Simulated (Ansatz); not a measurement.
Ideal-gas functions of ClFHInSe (`[F][In]([Cl])[SeH]`) at 298.15 K and 1 bar, from an Ansatz frequency run at PBE0-D4/def2-TZVP.

Molar mass 249.24 g/mol, point group Cs (symmetry number 1), electronic degeneracy 1, moments of inertia 154.233, 521.033, 675.265 u Å². Harmonic wavenumbers (cm⁻¹, unscaled): 63, 104, 118, 217, 247, 383, 598, 621, 2438.

Use S(trans) = R[1.5 ln M + 2.5 ln T − 1.1517]; rotational temperatures θ = 24.2544 K / I; S(rot) = R[ln(√π/σ · √(T³/θAθBθC)) + 1.5]; for each mode x = 1.438777 ν̃/T, S = R[x/(eˣ − 1) − ln(1 − e⁻ˣ)] and H = RT x/(eˣ − 1); 1 cm⁻¹ = 0.0119627 kJ/mol; R = 8.31446 J/(mol·K).

Task: By hand: the entropy, in J/(mol·K).

Result: Translation 177.7. Rotation: θ = 0.1573, 0.0466, 0.0359 K, giving 122.6. Vibration, mode by mode: 18.25, 14.13, 13.11, 8.30, 7.33, 4.30, 1.90, 1.74, 0.00, in all 69.0. Electronic 0.0. Sum 369.3 J/(mol·K).

Task: By hand: H − E and G − E in kJ/mol, counted from the electronic energy.

Result: Zero-point energy ½ × 4789 × 0.0119627 = 28.6; thermal vibration 10.2; translation, rotation and pV give 4 RT = 9.9. H − E = 48.7 kJ/mol, and G − E = 48.7 − 298.15 × 369.3/1000 = -61.4 kJ/mol.

Vibration gives 19 % of the entropy, 45.5 J/(mol·K) of it from the modes under 150 cm⁻¹: soft modes count most, and the harmonic formula is weakest for them. The sum counts one conformer and one mirror image; others add a mixing term.
